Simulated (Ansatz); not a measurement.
Ge(tBu)Me3 (C7H18Ge). Total charge 0; singlet. Geometry PBE-D4/def2-SVP.

Cartesian coordinates in Å:
```
Ge 0.7449 0.4532 -0.3154
C -0.8724 -0.5305 0.3699
C -1.0561 -0.2159 1.8636
C -0.6603 -2.0409 0.1755
C -2.1101 -0.0703 -0.4176
H -1.9548 -0.7366 2.2671
H -0.1856 -0.5476 2.4673
H -1.1977 0.8704 2.0457
H 0.2348 -2.4087 0.7201
H -0.5363 -2.3077 -0.8949
H -1.5363 -2.6133 0.5586
H -2.0083 -0.2681 -1.5055
H -2.3028 1.0154 -0.2895
H -3.0205 -0.6102 -0.0692
C 0.4159 2.4002 -0.2867
H 1.3309 2.9483 -0.5904
H 0.1323 2.7362 0.7308
H -0.3996 2.6716 -0.9865
C 1.1389 -0.1016 -2.1693
H 1.9734 0.5018 -2.5814
H 0.2529 0.0422 -2.8201
H 1.4321 -1.1701 -2.2056
C 2.3123 0.0533 0.8174
H 2.4979 -1.0386 0.8605
H 2.1567 0.4245 1.8499
H 3.2180 0.5428 0.4054
```

The 6-31G sets use Cartesian d functions. B3LYP takes the VWN-RPA correlation.

Estimate the orbital energies around the gap (eV) in Ansatz with HF/STO-3G, HF/6-31G, PBE-D4/def2-TZVP, B3LYP-D4/6-31G, PBE0-D4/def2-SVP.


| orbital | HF/STO-3G | HF/6-31G | PBE-D4/def2-TZVP | B3LYP-D4/6-31G | PBE0-D4/def2-SVP |
| --- | --- | --- | --- | --- | --- |
| HOMO−5 | -12.87 | -13.69 | -8.59 | -9.71 | -10.01 |
| HOMO−4 | -11.41 | -12.50 | -7.87 | -8.84 | -9.20 |
| HOMO−3 | -11.41 | -12.50 | -7.87 | -8.84 | -9.20 |
| HOMO−2 | -9.57 | -10.94 | -6.83 | -7.64 | -8.03 |
| HOMO−1 | -9.57 | -10.94 | -6.83 | -7.64 | -8.03 |
| HOMO | -8.41 | -9.75 | -5.98 | -6.71 | -7.09 |
| LUMO | 12.12 | 4.92 | -0.09 | 1.51 | 1.24 |
| LUMO+1 | 13.28 | 5.83 | 0.88 | 2.36 | 2.25 |
| LUMO+2 | 13.28 | 5.83 | 0.88 | 2.36 | 2.26 |
| LUMO+3 | 13.32 | 6.17 | 0.97 | 2.69 | 2.45 |
| LUMO+4 | 16.70 | 7.14 | 1.50 | 3.11 | 2.88 |
| LUMO+5 | 16.70 | 7.17 | 1.50 | 3.40 | 2.96 |
